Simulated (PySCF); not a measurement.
C₅H₁₄AlN.
SMILES: `C=[CH][Al@H-]([NH3+])[CH](C)C`

Torsions of this conformer, `[CH2:1]=[CH:2][Al@H-:3]([NH3+:4])[CH:5]([CH3:6])[CH3:7]`: C1–C2–Al3–N4 117°, C2–Al3–C5–C6 -173°.

The closed-shell ground state was solved at several levels (PySCF, density fitting, gas phase, non-relativistic). Isolated species at its PBE0-D3(BJ)/def2-SVP geometry (one conformer only).

| level | basis functions | HOMO (eV) | LUMO (eV) | gap (eV) | dipole (D) |
| --- | --- | --- | --- | --- | --- |
| wB97X-D/def2-SVPD | 256 | -8.25 | 1.13 | 9.38 | 4.71 |
| PBE0/pcSseg-1 | 196 | -6.42 | -0.19 | 6.23 | 4.87 |

What might PBE/pcSseg-1 (196 basis functions) give for the same quantities?

HOMO -5.20 eV, LUMO -1.09 eV, gap 4.11 eV, dipole 4.81 D.

Over all these levels, which gives the widest orbital gap and which the narrowest?

wB97X-D/def2-SVPD (range-separated hybrid) has the widest, 9.38 eV, and PBE/pcSseg-1 (GGA) the narrowest, 4.11 eV. Functional and basis both differ between the two, so the spread mixes both effects.

How far do the dipole and the HOMO energy spread over the levels?

The dipole runs from 4.71 to 4.87 D (mean 4.80 D) and the HOMO from -8.25 to -5.20 eV.
